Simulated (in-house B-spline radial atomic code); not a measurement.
# Pr3+: [Xe] 4f2 (with a hole in an inner shell)

Level of theory: Dirac-Kohn-Sham B3LYP, spherical fractional occupations, Fermi nucleus of rms radius 4.8919 fm; calculated with a radial B-spline atomic code at the basis-set limit.

Effective charges: Z_r = [3n² - l(l+1)]/(2<r>) from the radius, Z_e = n√(-2ε) from the energy, and Slater's rules. Values are occupation-weighted means over j. An effective charge above Z reflects the relativistic contraction of the inner shells.

```
shell  electrons   ε (eV)  <r> (bohr)    Z_r    Z_e  Slater
   1s          2   -41897     0.02409  62.26  55.49   58.70
   2s          2  -6786.4      0.1026  58.50  44.67   54.85
   2p          6  -6091.2     0.09027  55.39  42.32   54.85
   3s          2  -1498.8      0.2718  49.66  31.49   47.75
   3p          6  -1275.7      0.2698  46.33  29.05   47.75
   3d         10  -954.06      0.2474  42.44  25.12   37.85
   4s          2  -326.96      0.6211  38.64  19.61   31.25
   4p          6  -252.95      0.6568  35.02  17.25   31.25
   4d         10  -144.57       0.723  29.05  13.04   19.85
   5s          2  -68.026        1.47  25.51  11.18   11.55
   5p          6  -48.616       1.679  21.75   9.45   11.55
   4f          2  -28.008       1.034  17.41   5.74   12.65
```

The least bound orbital is 4f7/2 at -27.85 eV, while the most diffuse is 5p3/2 (<r> = 1.703 bohr against 1.038 bohr): energy order and size order differ.

Spin-orbit splittings of the orbital energies (j = l + 1/2 above j = l - 1/2 when positive): 2p 482.6 eV, 3p 96.03 eV, 3d 20.64 eV, 4p 20.88 eV, 4d 3.697 eV, 5p 3.207 eV, 4f 0.377 eV.

For the 1s electron the small component carries 4.78 % of the norm, the zero-frequency Breit interaction raises the level by 115.8 eV, self-energy by 67.94 eV, and vacuum polarisation lowers it by 10.28 eV.

Caution: exact exchange at fractional occupations of open shells leaves self-interaction of up to several eV.
